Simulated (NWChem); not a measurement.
Molecule: CH$_{3}$FOSe; SMILES CO[Se]F

```xyz
7

Se     0.4084    -0.5309     0.0535
F     -1.2529    -1.1225    -0.0809
O      0.1885     1.1071    -0.5623
C     -0.4057     2.0565     0.3077
H      0.0932     2.0797     1.2908
H     -0.2979     3.0356    -0.1809
H     -1.4765     1.8419     0.4516
```
Atoms are numbered in this order, from 1.

Computed with NWChem. The geometry was optimised at PBE0/def2-SVP. Ions are spin-unrestricted doublets at the neutral geometry; other ion states weren't tried.

For level PBE/def2-SVP:

| Item | Result |
|---|---|
| vertical ionisation energy, ΔSCF (eV) | 8.82 |
| −ε(HOMO) (eV) | 5.11 |

Question: What are these values for level PBE0/def2-SVP?

Answer: 
| Property | Value |
|---|---|
| vertical ionisation energy, ΔSCF (eV) | 9.17 |
| −ε(HOMO) (eV) | 6.57 |
